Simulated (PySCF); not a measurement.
Computed structure and properties of Pt2

System: Pt2 (triplet); start: template (D∞h). Method: PySCF 2.14.0, UKS PBE, Pt def2-SVP with ECP60; non-relativistic Hamiltonian with scalar-relativistic core potentials where named; density fitting; no spin-orbit coupling.

Input of the relaxation:

```python
mol = gto.M(atom='''
Pt     0.00000     0.00000     1.27500
Pt     0.00000     0.00000    -1.27500''',
    basis={'Pt': 'def2-SVP'},
    ecp={'Pt': 'def2-SVP'},
    charge=0, spin=2)
mf = dft.UKS(mol, xc='PBE')
mf.grids.atom_grid = (50, 194)
mf = mf.density_fit()  # fitting sets: Pt def2-universal-JKFIT
mf.conv_tol = 1e-08; mf.max_cycle = 55
mf.kernel(dm0)  # dm0: converged density of the start geometry
# quasi-Newton relaxation in Cartesian coordinates to a largest gradient under 0.00045 Eh/bohr, steps kept in the point group
```

Run from Python with OMP_NUM_THREADS=2; the lines above give its settings. Where DIIS fails, smearing, a level shift and second-order steps follow.
It took 8.3 s on 2 threads of Arm Neoverse V1 (shared host), from the converged density of the start.

Course of the relaxation:

```
step  energy above end (eV)  largest force component within the symmetry (eV/Å)
   0                 0.2540                                               2.239
   1                 0.0268                                               0.898
   2                 0.0112                                               0.678
   3                 0.0002                                               0.091
   4                 0.0000                                               0.008
   5                 0.0000                                               0.000
```

Relaxed geometry (D∞h):

```xyz
2

Pt    0.0000    0.0000    1.1776
Pt    0.0000    0.0000   -1.1776
```

```csv
contact,Å
Pt2–Pt1,2.355
```

On the finer grid (75, 302):

| Property | Result |
| --- | --- |
| HOMO | -5.36 eV |
| LUMO | -5.03 eV |
| Dipole about the centre of mass | 0.00 D |
| Spin squared | 2.013 |
| Set of Mulliken populations of Pt1 outside the core potential | s 3.11, p 6.03, d 8.86, f 0.01 |
| D3(BJ) dispersion energy (not in the energies) | -0.043 eV |

```
atom  Mulliken (e)  Löwdin (e)  spin (e)
 Pt1          0.00        0.00      1.00
 Pt2          0.00        0.00      1.00
```

On the grid (50, 194), as all that follows. Harmonic modes: a minimum; lowest 226 cm⁻¹ (negative: unstable), highest 226 cm⁻¹, zero-point energy 0.014 eV.

One start shape was tried, so this needn't be the lowest isomer.

Open shells may have lower solutions than the one found.
